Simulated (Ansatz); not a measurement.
A set of 12 reactions (redistribution), with CCSD(T)/CBS values in kJ/mol:

```csv
reaction,ΔE
`[SeH][SiH2][SeH]` + `O=[C](O)[GaH2]` → `O=C(O)[SiH2][SeH]` + `[GaH2][SeH]`,-46.3
`C[CH2][Sn][F]` + `FB1CB1Cl` → `C[CH2][Sn][Cl]` + `FB1CB1F`,-63.8
`C=C(S)[SiH2]Cl` + `O[SiH](Cl)[O][GeH3]` → `O[SiH](Cl)O[SiH2]Cl` + `C=[C](S)[GeH3]`,-69.2
`C[Si]1(Cl)CS1` + `CC1=CC(C(F)(F)F)=[O+][Ti-]([F])([Cl])([Cl])[O]1` → `C[Si]1(F)CS1` + `CC1=CC(C(F)(F)F)=[O+][Ti-]([Cl])([Cl])([Cl])[O]1`,-24.2
`F[CH2][AlH][GeH3]` + `BNC` → `B[NH][GeH3]` + `[CH3][AlH][CH2]F`,-41.5
`C[O][InH][Br]` + `C[Si](C)(F)C#N` → `C[O][InH][C]#N` + `C[Si](C)(F)Br`,39.1
`F[SiH2]S[SiH](F)F` + `O[SiH2]S[SiH3]` → `F[SiH](F)S[SiH3]` + `O[SiH2]S[SiH2]F`,-1.5
`[NH2][AlH][OH]` + `C=C[SiH](Cl)Br` → `C=[CH][AlH][NH2]` + `O[SiH](Cl)Br`,36.7
`C[SiH](C)[SnH3]` + `C[O][AlH][Cl]` → `C[SiH](C)[AlH][Cl]` + `C[O][SnH3]`,156.4
`F[Si]1([SiH3])[CH2][AlH]1` + `CB(N)CCl` → `F[Si]1(Cl)[CH2][AlH]1` + `CB(N)C[SiH3]`,-174.7
`CO[SiH](N)Br` + `[CH3][InH][SH]` → `CO[SiH2]N` + `[CH3][In]([SH])[Br]`,-41.0
`C=C[SiH2]O[SiH2]F` + `B/C=C(/O)F` → `O[SiH2]O[SiH2]F` + `B/C=C(\F)C=C`,-134.0
```

Computed with Ansatz on PBE0-D4/def2-TZVP structures; ΔE is electronic, products minus reactants. CCSD(T)/CBS is the MP2 limit (def2-TZVPP, def2-QZVPP) plus CCSD(T) − MP2 in def2-TZVPP, frozen cores. This one scheme is used for every species. Double bonds are as drawn, so ΔE can hold a change between cis and trans. DFT in def2-TZVPP. B3LYP here is the variant with VWN-RPA as its local correlation; programs differ in this. def2 core potentials past Kr. For Br, Ga, Ge, In, Se, Sn, Ti outer-core shells are correlated without core-valence functions, which leaves a few kJ/mol of doubt a bond. Scalar relativity is left out up to krypton. One conformer a species, not always the lowest.

Question: Give the mean, mean absolute and largest difference (level minus CCSD(T)/CBS, kJ/mol) for: r2SCAN-D4, PBE0-D4, B3LYP-D4, ωB97X-V, B2PLYP, PBE, r2SCAN, PBE0, CCSD/def2-TZVPP, CCSD(T)/def2-TZVPP, MP2/def2-QZVPP, HF/CBS(def2), MP2/CBS(def2), CCSD/CBS(def2). (An estimate is asked.)

Answer: The calculation gave: 
| level | mean | mean absolute | largest |
| --- | --- | --- | --- |
| r2SCAN-D4 | 3.1 | 4.0 | 10.1 |
| PBE0-D4 | 4.6 | 6.1 | 16.1 |
| B3LYP-D4 | 2.5 | 3.7 | 6.8 |
| ωB97X-V | 3.4 | 4.6 | 17.2 |
| B2PLYP | 0.6 | 1.8 | 5.3 |
| PBE | 6.8 | 9.0 | 18.6 |
| r2SCAN | 3.1 | 4.0 | 10.3 |
| PBE0 | 4.5 | 6.3 | 15.0 |
| CCSD/def2-TZVPP | 0.3 | 2.5 | 8.0 |
| CCSD(T)/def2-TZVPP | 0.3 | 2.0 | -3.5 |
| MP2/def2-QZVPP | -1.6 | 4.4 | -12.7 |
| HF/CBS(def2) | -3.3 | 7.3 | -22.5 |
| MP2/CBS(def2) | -1.7 | 4.6 | -13.1 |
| CCSD/CBS(def2) | 0.0 | 1.5 | 5.0 |

The largest T1 diagnostic in the set is 0.022, for `CC1=CC(C(F)(F)F)=[O+][Ti-]([Cl])([Cl])([Cl])[O]1` (customary mark 0.02).

CCSD(T)/CBS is a level of theory with its own doubt, and the functionals carry their triple-zeta basis error, so these figures describe this set and don't rank the functionals.
